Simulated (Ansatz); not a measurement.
Coupled-cluster diagnostics for the cluster V3O2⁺, Ansatz.

Geometry of the singlet (PBE-D4/def2-SVP):

Cartesian coordinates in Å:
```
V -0.734 0.860 0.025
V 0.115 -0.718 1.227
V 1.511 -0.230 -0.090
O 0.546 0.751 -1.190
O -1.437 -0.663 0.029
```

Correlated methods freeze 17 core orbitals; core or outer-core shells of V are correlated, in sets that lack core-valence functions. No other spin state of charge 1 was run. The geometry of the singlet was relaxed on an unsound state (restricted singlet, unstable towards broken spin symmetry at other levels and untested here). The structure comes from a short search, and lower isomers may exist.

**Question.** Estimate the CCSD(T) correlation energy, the shares of MP2 and (T), T1 and the reference's ⟨S²⟩ for: charge 1, singlet, own geometry in def2-TZVP; and the rough time on 4 threads of Arm Neoverse V2 on a shared host.

**Answer.** 
| state | basis | correlation (eV) | MP2 share (%) | (T) share (%) | T1 | ⟨S²⟩ (pure) | wall time | remarks |
| --- | --- | --- | --- | --- | --- | --- | --- | --- |
| charge 1, singlet, own geometry | def2-TZVP | -72.998 | 66.8 | 30.5 | 0.301 | 0.00 (0.00) | 7.1 min | flagged by the program, large T1 (0.301), restricted SCF unstable |
Customary marks for T1 are 0.02 (closed shells), 0.045 (open shells) and about 0.05 (3d metals). T1 exceeds 0.02 in 1 of 1 rows and 0.045 in 1; the higher it lies, the less the single-reference result can be trusted.
